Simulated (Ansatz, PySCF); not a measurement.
C2H3NSi, SMILES `C[Si]C#N` (excited triplet) (charge 0, multiplicity 3). This triplet is an excited state, 1.17 eV above the relaxed singlet at the level B3LYP-D3(BJ)/def2-TZVP (PySCF).

Cartesian coordinates (Å):
```xyz
7

C     -1.1137     0.2594     0.1713
Si     0.4108    -0.4531     1.0299
C      1.9566    -0.4792     0.0905
N      2.9742    -0.5194    -0.4682
H     -1.9705     0.2203     0.8424
H     -0.9231     1.2977    -0.1033
H     -1.3343    -0.3257    -0.7225
```
Charge 0, spin multiplicity 3.

Frozen-core energies in 6-31g from Ansatz (a program for electronic structure) at a geometry from B3LYP-D3(BJ)/def2-TZVP; the HF reference has <S^2> = 2.21 and the T1 diagnostic is 0.038.

```
level     energy (Ha)  difference from CCSDT(Q) (mHa)
--------  -----------  ------------------------------
HF         -420.70316                          353.57
MP2        -421.00541                           51.33
CCSD       -421.04394                           12.80
CCSD(T)    -421.05421                            2.52
CCSDT      -421.05506                            1.67
CCSDT(Q)   -421.05673                            0.00
```
